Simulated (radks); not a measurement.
The numbers below are computed, except where a source is named.
All-electron atom: Br in [Ar] 3d10 4s2 4p5. Code: a radial shooting solver on a logarithmic mesh with Libxc functionals. Model: Dirac Kohn-Sham, PBEsol, spin-unpolarised, spherical densities, finite nucleus; open shells are shared between the two j in proportion to 2j + 1; Fermi nuclear charge, rms radius 4.1629 fm.

Spin-orbit splittings of the eigenvalues, e(l+1/2) - e(l-1/2), with zeta = 2 splitting/(2l+1) and mean radii in bohr:

| shell | occ. | splitting (eV) | zeta (eV) | <r> j=l-1/2 | <r> j=l+1/2 |
|---|---|---|---|---|---|
| 2p | 6 | ? | ? | 0.1628 | 0.1667 |
| 3p | 6 | 6.834 | 4.556 | 0.5573 | 0.5678 |
| 3d | 10 | 1.085 | 0.4341 | 0.5882 | 0.5924 |
| 4p | 5 | 0.5001 | 0.3334 | 2.069 | 2.119 |

Estimate the 2p splitting.

Answer. 47.45 eV (zeta = 31.63 eV).
